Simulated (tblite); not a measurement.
C4H13ClSi2.
Atom-mapped SMILES: `[SiH3:1][CH:2]([SiH3:3])[CH2:4][CH2:5][CH2:6][Cl:7]` (hydrogens: H8, H9, H10 on Si1; H11 on C2; H12, H13, H14 on Si3; H15, H16 on C4; H17, H18 on C5; H19, H20 on C6)

The geometry is computed with GFN2-xTB (gas phase).

Task: List the bond lengths, angles and torsions at this level.

Result: 
```json
{"bond": "Si1–C2, C2–Si3", "length (Å)": "1.908"}
{"bond": "C2–C4", "length (Å)": "1.531"}
{"bond": "C4–C5", "length (Å)": "1.528"}
{"bond": "C5–C6", "length (Å)": "1.520"}
{"bond": "C6–Cl7", "length (Å)": "1.785"}
{"bond": "Si1–H8 and 5 like bonds", "length (Å)": "1.465"}
{"bond": "C2–H11", "length (Å)": "1.096"}
{"bond": "C4–H15, C4–H16", "length (Å)": "1.094"}
{"bond": "C5–H17, C5–H18", "length (Å)": "1.092"}
{"bond": "C6–H19, C6–H20", "length (Å)": "1.090"}
```

Bonds in one row agree within 0.01 Å and their mean is given. A selection of angles:
```json
{"angle": "C2–Si1–H8", "degrees": "110.1"}
{"angle": "H8–Si1–H9", "degrees": "108.9"}
{"angle": "Si1–C2–Si3", "degrees": "112.1"}
{"angle": "Si1–C2–C4", "degrees": "109.9"}
{"angle": "Si1–C2–H11", "degrees": "106.7"}
{"angle": "Si3–C2–C4", "degrees": "112.8"}
{"angle": "C4–C2–H11", "degrees": "107.7"}
{"angle": "C2–Si3–H12", "degrees": "111.2"}
{"angle": "H12–Si3–H13", "degrees": "107.6"}
{"angle": "C2–C4–C5", "degrees": "113.4"}
{"angle": "C2–C4–H15", "degrees": "109.7"}
{"angle": "C5–C4–H15", "degrees": "108.1"}
{"angle": "C5–C4–H16", "degrees": "108.8"}
{"angle": "H15–C4–H16", "degrees": "107.2"}
{"angle": "C4–C5–C6", "degrees": "112.3"}
{"angle": "C4–C5–H17", "degrees": "109.6"}
{"angle": "C6–C5–H17", "degrees": "107.9"}
{"angle": "C6–C5–H18", "degrees": "109.1"}
{"angle": "H17–C5–H18", "degrees": "107.9"}
{"angle": "C5–C6–Cl7", "degrees": "110.9"}
{"angle": "C5–C6–H19", "degrees": "111.6"}
{"angle": "Cl7–C6–H19", "degrees": "106.4"}
{"angle": "Cl7–C6–H20", "degrees": "106.6"}
{"angle": "H19–C6–H20", "degrees": "109.8"}
```

Dihedral angles: Si1–C2–C4–C5 170° (antiperiplanar); C2–C4–C5–C6 -179° (antiperiplanar); C4–C5–C6–Cl7 -67° (synclinal). The mirror-image conformer, all signs reversed, is as good.

Si1 (SiH3 silicon) is tetrahedral (angles from 108.9° to 110.2°). Of the pairs four or more bonds apart, Si3···H18 is among the closest relative to their van der Waals radii: 2.89 Å, 88 % of the sum of Bondi's values.

Point group: C1 (no symmetry element, even within 0.4 Å). Its GFN2-xTB frequencies are all real (lowest 28 cm⁻¹). The numbers are those of one conformer. 3 starts were optimised and ended at 0.00, 0.02 and 0.07 kcal/mol (GFN2-xTB); the lowest of these is shown.

Time: 0.76 s of wall time. Hardware: one thread, Arm Neoverse V1 (aarch64), shared host. These figures are those of the optimisation.
